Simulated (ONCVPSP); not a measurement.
# An all-electron radial function and its pseudo partner (bromine (Br))

Columns: radius, all-electron u(r) and pseudo u(r) of the 3d shell (level -67.00 eV) of bromine in the configuration [Ne] 3s2 3p6 3d10 4s2 4p5; LDA (Perdew-Wang 92), scalar-relativistic, ONCV scheme, ONCVPSP 4.0.1.

```
r (bohr)  all-electron  pseudo
   0.042        0.0335  0.0074
   0.085        0.1741  0.0568
   0.128        0.3892  0.1760
   0.170        0.6189  0.3631
   0.212        0.8310  0.6007
   0.255        1.0097  0.8593
   0.298        1.1426  1.0923
   0.340        1.2291  1.2640
   0.382        1.2774  1.3647
   0.425        1.2942  1.3976
   0.467        1.2856  1.3763
   0.510        1.2575  1.3208
   0.552        1.2162  1.2518
   0.595        1.1644  1.1788
   0.638        1.1062  1.1093
   0.680        1.0458  1.0456
   0.722        0.9838  0.9835
   0.765        0.9202  0.9199
   0.807        0.8590  0.8588
   0.850        0.7982  0.7979
   0.892        0.7410  0.7407
   0.935        0.6851  0.6849
   0.977        0.6334  0.6332
   1.020        0.5835  0.5833
   1.062        0.5378  0.5377
   1.105        0.4941  0.4939
```

(1) How many radial nodes do the two functions have?

(2) At about which radius was the pseudo-wave matched?

(3) Is the pseudo-wave norm-conserving?

Results:

(1) The all-electron 3d function has n − l − 1 = 0; the pseudo-wave has 0.

(2) 0.70 bohr, where the columns begin to agree (steps of 0.04 bohr).

(3) Yes: the ONCV scheme keeps the norm inside the radius equal to the all-electron one, which fixes the energy derivative of the logarithmic derivative at the level.
